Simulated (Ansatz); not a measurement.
H4AlSSi, SMILES `[SiH3][Al-][SH]` (excited triplet; Si–Al–S–H torsion 91°) (charge -1, multiplicity 3). This triplet is an excited state, 1.08 eV above the relaxed singlet at the level frozen-core CCSD(T)/aug-cc-pVDZ // B3LYP-D3(BJ)/def2-TZVPD (Ansatz, a quantum-chemistry and plane-wave program).

All values below come from PBE0/aug-cc-pVTZ // B3LYP-D3(BJ)/def2-TZVPD (Ansatz).

Ansatz 0.2 input:
```yaml
crystal:
  periodic: [false, false, false]
  atoms:
    - { symbol: Si, position_ang: [-1.25313, 0.136962, -0.07212] }
    - { symbol: Al, position_ang: [0.746122, -0.357643, -1.419321] }
    - { symbol: S, position_ang: [2.801056, 0.298019, -0.587992] }
    - { symbol: H, position_ang: [-2.486173, -0.337357, -0.787001] }
    - { symbol: H, position_ang: [-1.565559, 1.578513, 0.240815] }
    - { symbol: H, position_ang: [-1.372436, -0.504209, 1.288397] }
    - { symbol: H, position_ang: [3.130116, -0.814289, 0.095076] }
basis:
  gaussian: { orbitals: aug-cc-pVTZ }
hamiltonian:
  xc: pbe0
total_charge: -1
magnetization:
  spin_polarized: true
  initial_magnetization: 2
```

Output:

```
Functional definition: PBE0
1325 factors; their error is unknown
mean field evaluation 1: about -25365.6049 eV, gradient 8.9e0 eV
mean field evaluation 2: about -25366.0341 eV, gradient 7.7e0 eV
mean field evaluation 4: about -25366.6339 eV, gradient 6.1e-1 eV
mean field evaluation 8: about -25366.6389 eV, gradient 4.0e-2 eV
mean field evaluation 16: about -25366.7436 eV, gradient 1.1e-4 eV
mean field -25366.74360047 eV, -932.2106331211 hartree, gradient 3.8e-5 eV, S^2 2.004009; 0 other end points of the search recorded, 0 dependent functions left out
reference -25366.74367384 eV, -932.2106358173 hartree; 25, 23 occupied and 217, 219 virtual orbitals, 1325 factors
Total energy: -25366.74367384 eV, -932.2106358173 hartree
```
